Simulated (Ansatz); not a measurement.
This geometry of AlClFH3O (7 atoms, charge 0, multiplicity 1) is a first-order saddle point.

Level of theory: RKS B3LYP/def2-SVP in Ansatz 0.2.0.

```xyz
7
Properties=species:S:1:pos:R:3
Al 0.081 -0.264 -0.023
H 0.042 0.061 1.631
Cl 1.839 0.334 -0.998
O -1.366 -0.257 -0.897
H -2.261 -0.452 -0.612
F 0.381 -1.936 0.900
H 0.266 -1.161 1.615
```

Task: Which two structures does it join? (They come from a converged band through this point; their orientation in space is the band's.)

Result: Bonds broken: Al1–H2, F6–H7. Bonds formed: H2–H7. AlClFH3O becomes AlClFHO + H2.

First end point:

```xyz
7
Properties=species:S:1:pos:R:3
Al 0.004 -0.077 0.037
H -0.108 0.458 1.532
Cl 1.811 0.273 -1.005
O -1.362 -0.399 -0.929
H -2.285 -0.324 -0.678
F 0.421 -1.925 0.877
H 0.501 -1.683 1.782
```

Last end point:

```xyz
7
Properties=species:S:1:pos:R:3
Al 0.137 -0.713 -0.307
H 0.087 0.157 1.853
Cl 1.830 0.380 -0.852
O -1.383 -0.097 -0.711
H -2.224 -0.554 -0.621
F 0.326 -2.261 0.280
H 0.209 -0.588 1.971
```

Task: How far does it lie above each of them?

Result: 1.9 kcal/mol above the first and 30.1 kcal/mol above the second. This is the barrier of this one path; another mechanism may lie lower. The orbitals stay closed-shell, which can raise the energy where a bond breaks towards radicals; this wasn't checked here.

Time of the run: 4.8 min on 1 thread of Arm Neoverse V2, on a shared host, peak memory 0.17 GiB.
